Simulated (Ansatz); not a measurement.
CH9GeNSi can be A, `[NH2][GeH2][CH2][SiH3]`, or B, `C[N]([SiH3])[GeH3]`.

Program: Ansatz. Geometries: PBE0-D4/def2-TZVP. ΔE: electronic, gas phase. CBS: MP2 limit from def2 TZ/QZ plus the TZ coupled-cluster correction, frozen cores. Functionals use def2-TZVPP. B3LYP here is the variant with VWN-RPA as its local correlation; programs differ in this. For Ge outer-core shells are correlated without core-valence functions, which leaves a few kJ/mol of doubt a bond. Scalar relativity is left out up to krypton. One conformer a species, not always the lowest.

Problem. Which is lower in electronic energy at CCSD(T)/CBS, and by how much? (Estimate.)

Solution. Computed: A, by 25.3 kJ/mol.

Problem. Give E(B) − E(A) in kJ/mol with PBE0-D4, CCSD/def2-TZVPP, B2PLYP, B3LYP-D4, PBE-D4, CCSD(T)/def2-TZVPP, HF/def2-TZVPP. (Best estimate.)

Solution. Computed: PBE0-D4 26.1, CCSD/def2-TZVPP 22.9, B2PLYP 20.6, B3LYP-D4 17.5, PBE-D4 26.6, CCSD(T)/def2-TZVPP 23.9, HF/def2-TZVPP 11.1. None reverses the order clearly.

Largest T1 diagnostic: 0.011.

In def2-TZVPP, CCSD(T) changes the Hartree–Fock value by +12.8 kJ/mol (the triples alone add +1.0 kJ/mol) and MP2 by +14.8 kJ/mol.
